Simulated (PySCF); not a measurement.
## Spin-rotation constants: `COCOC[C@@H](C)F`, C5H11FO2

Geometry:
```
atom   x (Å)   y (Å)   z (Å)
  C1   2.658   1.219  -0.127
  O2   2.185   0.319  -1.109
  C3   1.754  -0.900  -0.589
  O4   0.594  -0.806   0.179
  C5  -0.555  -0.460  -0.572
  C6  -1.767  -0.439   0.355
  C7  -2.922   0.373  -0.211
  F8  -2.199  -1.738   0.550
  H9   2.926   2.133  -0.653
 H10   1.888   1.432   0.620
 H11   3.541   0.810   0.378
 H12   2.509  -1.337   0.081
 H13   1.600  -1.550  -1.463
 H14  -0.422   0.528  -1.033
 H15  -0.718  -1.199  -1.369
 H16  -1.463  -0.078   1.345
 H17  -3.797   0.247   0.422
 H18  -3.165   0.029  -1.213
 H19  -2.657   1.425  -0.247
```

The calculation used GIAO KT3/pcSseg-1 magnetisability, rotational g tensor and spin-rotation constants, non-relativistic, gas phase (PySCF). Geometry: GFN2-xTB.

Give the nuclear spin-rotation constants along the inertial axes (H = +C I·J) beside the isotropic shieldings.

Rotational constants 4.4271, 0.8880, 0.8077 GHz. A star marks the isotopologue with that one atom substituted, in its own axes.
```csv
atom,isotope,Caa (kHz),Cbb (kHz),Ccc (kHz),mean (kHz),σ (ppm)
F8,19F,3.110,0.620,0.505,1.412,355.8
H9,1H,-0.269,0.004,-0.079,-0.115,28.2
H10,1H,-0.048,-0.079,-0.038,-0.055,27.9
H11,1H,-0.201,-0.032,-0.065,-0.099,28.7
H12,1H,-0.298,-0.021,-0.029,-0.116,26.8
H13,1H,-0.399,-0.068,0.034,-0.145,26.7
H14,1H,-0.332,0.023,-0.077,-0.129,27.7
H15,1H,-0.409,-0.069,0.011,-0.156,28.4
H16,1H,-0.390,-0.098,0.060,-0.143,26.6
H17,1H,0.034,-0.099,-0.070,-0.045,30.2
H18,1H,-0.485,-0.101,0.022,-0.188,30.5
H19,1H,-0.377,-0.004,-0.092,-0.158,30.8
C1,13C*,1.010,0.182,0.138,0.443,128.6
O2,17O*,-0.471,-0.084,-0.093,-0.216,268.7
C3,13C*,1.100,0.231,0.238,0.523,85.0
O4,17O*,-0.585,-0.103,-0.102,-0.263,245.8
C5,13C*,0.987,0.225,0.185,0.465,108.1
C6,13C*,1.127,0.203,0.236,0.522,91.9
C7,13C*,0.634,0.119,0.136,0.296,164.3
```
For the geometry as given, no vibrational averaging.

How do the rotational constants and the g tensor change when H9, H10, H11, H12, H13, H14, H15, H16, H17, H18, H19 are replaced by deuterium?

Constants 3.5132, 0.7829, 0.7120 GHz; g -0.0216, -0.0044, -0.0049, against -0.0265, -0.0051, -0.0055 before.
